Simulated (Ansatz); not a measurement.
Molecular dynamics of CH₈OSi₂

Input:

```yaml
crystal:
  periodic: [false, false, false]
  atoms:
    - { symbol: Si, position_ang: [-0.066901, 0.039774, -0.075784] }
    - { symbol: O, position_ang: [-0.353753, -0.114814, 1.553838] }
    - { symbol: Si, position_ang: [-1.408035, -0.549376, 2.750325] }
    - { symbol: H, position_ang: [-2.176445, -1.771361, 2.354368] }
    - { symbol: H, position_ang: [-0.635269, -0.833938, 3.993759] }
    - { symbol: H, position_ang: [-2.376754, 0.558729, 3.018095] }
    - { symbol: H, position_ang: [1.410735, -0.010719, -0.278887] }
    - { symbol: C, position_ang: [-0.757421, 1.654521, -0.712182] }
    - { symbol: H, position_ang: [-1.851074, 1.696033, -0.590618] }
    - { symbol: H, position_ang: [-0.318741, 2.508163, -0.172651] }
    - { symbol: H, position_ang: [-0.52919, 1.773397, -1.783542] }
    - { symbol: H, position_ang: [-0.69805, -1.111209, -0.79732] }
basis:
  gaussian: { orbitals: def2-SVP }
hamiltonian:
  xc: pbe0
  dispersion: d4
md:
  timestep: 0.25
  n_steps: 250
  ensemble: nve
  temperature: 500.0
  initial_velocities: maxwell_boltzmann
  seed: 321655
  masses: [{ species: H, mass: 2.014 }]
```

Launched with:

```bash
$ ansatz run input.yaml --threads 4 --pin off --max-ram 5120MiB --backend cpu --events-out ev --progress --plain --runs-dir out
```

It starts from a relaxed structure.

Output, in part (one step line in 9, the closing report, with atoms numbered from 0):

```
md step     0: t =     0.00 fs  T =   500.0 K  F+E_penalty+E_count = -18954.29473286 eV  E_kin = 0.646300 eV  conserved = -18953.64843286 eV  (24 SCF iters)
md step     9: t =     2.25 fs  T =   404.3 K  F+E_penalty+E_count = -18954.17083716 eV  E_kin = 0.522562 eV  conserved = -18953.64827518 eV  (22 SCF iters)
md step    18: t =     4.50 fs  T =   252.8 K  F+E_penalty+E_count = -18953.97486799 eV  E_kin = 0.326798 eV  conserved = -18953.64807001 eV  (21 SCF iters)
md step    27: t =     6.75 fs  T =   220.5 K  F+E_penalty+E_count = -18953.93320324 eV  E_kin = 0.285061 eV  conserved = -18953.64814202 eV  (21 SCF iters)
md step    36: t =     9.00 fs  T =   256.4 K  F+E_penalty+E_count = -18953.97969514 eV  E_kin = 0.331421 eV  conserved = -18953.64827459 eV  (22 SCF iters)
md step    45: t =    11.25 fs  T =   247.8 K  F+E_penalty+E_count = -18953.96860119 eV  E_kin = 0.320358 eV  conserved = -18953.64824290 eV  (21 SCF iters)
md step    54: t =    13.50 fs  T =   210.7 K  F+E_penalty+E_count = -18953.92047822 eV  E_kin = 0.272290 eV  conserved = -18953.64818779 eV  (21 SCF iters)
md step    63: t =    15.75 fs  T =   202.6 K  F+E_penalty+E_count = -18953.91006700 eV  E_kin = 0.261937 eV  conserved = -18953.64813014 eV  (21 SCF iters)
md step    72: t =    18.00 fs  T =   268.7 K  F+E_penalty+E_count = -18953.99548737 eV  E_kin = 0.347299 eV  conserved = -18953.64818825 eV  (21 SCF iters)
md step    81: t =    20.25 fs  T =   354.0 K  F+E_penalty+E_count = -18954.10593307 eV  E_kin = 0.457611 eV  conserved = -18953.64832250 eV  (21 SCF iters)
md step    90: t =    22.50 fs  T =   344.1 K  F+E_penalty+E_count = -18954.09309352 eV  E_kin = 0.444776 eV  conserved = -18953.64831786 eV  (22 SCF iters)
md step    99: t =    24.75 fs  T =   247.5 K  F+E_penalty+E_count = -18953.96807054 eV  E_kin = 0.319934 eV  conserved = -18953.64813648 eV  (21 SCF iters)
md step   108: t =    27.00 fs  T =   219.0 K  F+E_penalty+E_count = -18953.93113560 eV  E_kin = 0.283063 eV  conserved = -18953.64807278 eV  (21 SCF iters)
md step   117: t =    29.25 fs  T =   307.9 K  F+E_penalty+E_count = -18954.04619568 eV  E_kin = 0.397928 eV  conserved = -18953.64826774 eV  (24 SCF iters)
md step   126: t =    31.50 fs  T =   354.1 K  F+E_penalty+E_count = -18954.10600969 eV  E_kin = 0.457651 eV  conserved = -18953.64835895 eV  (22 SCF iters)
md step   135: t =    33.75 fs  T =   275.2 K  F+E_penalty+E_count = -18954.00389725 eV  E_kin = 0.355671 eV  conserved = -18953.64822657 eV  (22 SCF iters)
md step   144: t =    36.00 fs  T =   185.4 K  F+E_penalty+E_count = -18953.88776796 eV  E_kin = 0.239682 eV  conserved = -18953.64808646 eV  (21 SCF iters)
md step   153: t =    38.25 fs  T =   205.1 K  F+E_penalty+E_count = -18953.91323207 eV  E_kin = 0.265071 eV  conserved = -18953.64816142 eV  (21 SCF iters)
md step   162: t =    40.50 fs  T =   276.1 K  F+E_penalty+E_count = -18954.00523170 eV  E_kin = 0.356946 eV  conserved = -18953.64828579 eV  (25 SCF iters)
md step   171: t =    42.75 fs  T =   293.6 K  F+E_penalty+E_count = -18954.02777709 eV  E_kin = 0.379507 eV  conserved = -18953.64826980 eV  (22 SCF iters)
md step   180: t =    45.00 fs  T =   262.4 K  F+E_penalty+E_count = -18953.98741785 eV  E_kin = 0.339215 eV  conserved = -18953.64820255 eV  (21 SCF iters)
md step   189: t =    47.25 fs  T =   243.7 K  F+E_penalty+E_count = -18953.96321981 eV  E_kin = 0.315070 eV  conserved = -18953.64814978 eV  (21 SCF iters)
md step   198: t =    49.50 fs  T =   279.8 K  F+E_penalty+E_count = -18954.00984186 eV  E_kin = 0.361637 eV  conserved = -18953.64820447 eV  (21 SCF iters)
md step   207: t =    51.75 fs  T =   322.0 K  F+E_penalty+E_count = -18954.06451599 eV  E_kin = 0.416211 eV  conserved = -18953.64830478 eV  (21 SCF iters)
md step   216: t =    54.00 fs  T =   283.4 K  F+E_penalty+E_count = -18954.01459484 eV  E_kin = 0.366299 eV  conserved = -18953.64829600 eV  (22 SCF iters)
md step   225: t =    56.25 fs  T =   184.0 K  F+E_penalty+E_count = -18953.88590041 eV  E_kin = 0.237794 eV  conserved = -18953.64810609 eV  (21 SCF iters)
md step   234: t =    58.50 fs  T =   185.1 K  F+E_penalty+E_count = -18953.88733224 eV  E_kin = 0.239262 eV  conserved = -18953.64807006 eV  (21 SCF iters)
md step   243: t =    60.75 fs  T =   310.3 K  F+E_penalty+E_count = -18954.04945769 eV  E_kin = 0.401146 eV  conserved = -18953.64831151 eV  (21 SCF iters)
md step   250: t =    62.50 fs  T =   365.1 K  F+E_penalty+E_count = -18954.12030801 eV  E_kin = 0.471916 eV  conserved = -18953.64839242 eV  (24 SCF iters)
Total energy: -18954.12033943 eV, -696.5510749097 hartree
Atom 0 at    -0.084343     0.011733    -0.101089 Å, force    -0.417245    -0.313929     0.555692 eV/Å
Atom 1 at    -0.191184    -0.274766     1.561711 Å, force    -0.471522     0.090527    -0.273413 eV/Å
Atom 2 at    -1.412144    -0.474869     2.679929 Å, force     0.262180     0.153831     0.397611 eV/Å
Atom 3 at    -1.914873    -1.853706     2.770738 Å, force     0.134376    -0.583921    -0.083663 eV/Å
Atom 4 at    -0.890190    -0.098639     4.046533 Å, force    -0.092215     0.041652    -0.377820 eV/Å
Atom 5 at    -2.664978     0.268868     2.366041 Å, force     0.096447     0.408221    -0.124883 eV/Å
Atom 6 at     1.371511    -0.200965    -0.400448 Å, force    -0.274441     0.144138    -0.163479 eV/Å
Atom 7 at    -0.790921     1.687167    -0.543540 Å, force     0.086910     0.267664    -0.204552 eV/Å
Atom 8 at    -1.895508     1.649775    -0.596803 Å, force     0.179378    -0.190119    -0.021767 eV/Å
Atom 9 at    -0.558306     2.456254     0.220074 Å, force     0.245047    -0.036296    -0.413703 eV/Å
Atom 10 at    -0.421792     1.964920    -1.564321 Å, force    -0.149155     0.138608     0.643136 eV/Å
Atom 11 at    -0.991759    -0.949426    -0.832358 Å, force     0.400240    -0.120375     0.066841 eV/Å
Dipole moment:    -0.080219     0.186600    -0.182923 e Å
```

All steps were run. The conserved energy stayed within 0.033 meV per atom of its start (net change 0.0034 meV per atom), so the integration is sound. Over the second half the temperature averaged 0.52 of the 500 K drawn at the start: a run that starts near a minimum puts about half its kinetic energy into the potential. A run of 0.062 ps of so small a system gives no equilibrium averages.

The same pairs are bonded in the first frame and the last. Pairs count as bonded within 1.25 times the sum of covalent radii (0.12 Å more for H–H).

Last frame:

```xyz
12
Properties=species:S:1:pos:R:3
Si -0.084 0.012 -0.101
O -0.191 -0.275 1.562
Si -1.412 -0.475 2.680
H -1.915 -1.854 2.771
H -0.890 -0.099 4.046
H -2.665 0.269 2.366
H 1.371 -0.201 -0.400
C -0.791 1.687 -0.543
H -1.895 1.650 -0.597
H -0.558 2.456 0.220
H -0.422 1.965 -1.564
H -0.992 -0.949 -0.832
```

Time of the run: 5 min on 4 threads of Arm Neoverse V2, with other jobs on the host, peak memory 0.21 GiB.
